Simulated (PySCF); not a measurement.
## Dipole moment and polarisability of `C#CCC(=[Se])COC`

Species: C₆H₈OSe.
Cartesian coordinates in Å at the PBE0-D3(BJ)/def2-SVP level; atoms count from 1:
```
atom  x, y, z in Å
C1    -2.136    1.435    1.178
C2    -1.890    0.523    0.421
C3    -1.588   -0.602   -0.458
C4    -0.521   -1.502    0.113
Se5   -0.780   -3.214    0.423
C6     0.777   -0.823    0.436
O7     1.035    0.184   -0.491
C8     2.022    1.083   -0.088
H9    -2.367    2.248    1.840
H10   -2.496   -1.188   -0.663
H11   -1.202   -0.208   -1.416
H12    0.661   -0.396    1.458
H13    1.593   -1.568    0.489
H14    2.135    1.834   -0.881
H15    1.743    1.600    0.851
H16    2.999    0.586    0.067
```

Level: CAM-B3LYP/def2-SVPD (PySCF), static field, nuclei fixed, core orbitals frozen in the response. The polarisability tensor in these axes (au):

```
x    97.01   3.10  -1.64
y     3.10 136.54   3.65
z    -1.64   3.65  82.89
```

Q: Diagonalise the tensor; give its mean and Δα, where Δα² is half the sum of the squared differences of the eigenvalues.

A: Principal values 82.41, 97.03 and 137.01 au; mean 105.48 au = 15.63 Å³ = 17.39 × 10⁻⁴⁰ C²·m²/J; Δα = 48.96 au (46 % of the mean).

Q: What is the dipole moment, and where does it point?

A: (1.28, 2.18, 0.37) D, 2.56 D in size, pointing from the negative to the positive side. Measured along this direction, the outermost atoms are Se5 at the negative end and H14 at the positive end.

Q: What are the principal values of the traceless quadrupole moment, Θ = ½Σq(3rr − r²1), about the centre of nuclear charge?

A: -5.32, -0.51, 5.83 D·Å. The values depend on the origin, since the dipole doesn't vanish. The electronic extent ⟨r²⟩ about the same centre is 1729 bohr², a root-mean-square distance of 2.37 Å for the 86 electrons.

Q: Sum over states: ᾱ = Σ f/ω², ω in Eh. What share falls to these 6 lowest TDDFT singlets (eV, f)? 2.15, 0.0000; 4.79, 0.1527; 5.13, 0.0008; 5.27, 0.0045; 5.36, 0.1496; 5.92, 0.0008.

A: They add up to 8.96 au, 8.5 % of the 105.48 au; the largest single term is 4.94 au, from the state at 4.79 eV. Terms in order: 0.00, 4.94, 0.02, 0.12, 3.86, 0.02 au. Higher excitations give the rest. The strengths listed sum to 0.308.

Q: Find the Langevin capture rate constant for O2+ (31.990 u) meeting this molecule (175.974 u), k = 2.342 × 10⁻⁹ cm³/s × √(α in Å³ / reduced mass in u).

A: The reduced mass is 27.07 u, so k = 1.78 × 10⁻⁹ cm³/s. The formula leaves out the permanent dipole, which adds to the capture rate.

The structure is a single PBE0-D3(BJ)/def2-SVP conformer in the gas phase; no vibrational or solvent corrections. The calculation is non-relativistic, for selenium too.
